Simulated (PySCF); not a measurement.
**Correlation energy of Ne⁺ (neon, charge +1)**

[He] 2s2 2p5, 2P determinant. Computed with PySCF 2.14 in def2-TZVP (5s3p2d1f, 31 functions), with no relativity, point nucleus. Frozen: 1s2; 7 electrons correlated.

MP2 pair energies summed by pair of shells (mhartree):

```json
{"pair": "2p-2p", "energy": "-120.21", "share (%)": "62.2"}
{"pair": "2s-2p", "energy": "-63.47", "share (%)": "32.8"}
{"pair": "2s-2s", "energy": "-9.57", "share (%)": "5.0"}
```

Total MP2 correlation energy: -193.25 mhartree.

Same-spin part -46.31 and opposite-spin part -146.94 mhartree; SCS-MP2 scales them by 1/3 and 6/5 to -191.76 mhartree.

```tsv
level	correlation energy (mhartree)
CCSD	-205.55
(T)	-2.24
CCSD(T)	-207.79
```

Diagnostics: T1 = 0.0040, D1 = 0.0063, largest double amplitude 0.029.

Cost of the coupled-cluster step: 0.68 s of wall time on 1 thread of Neoverse-N1 (shared host), for 7 correlated electrons.
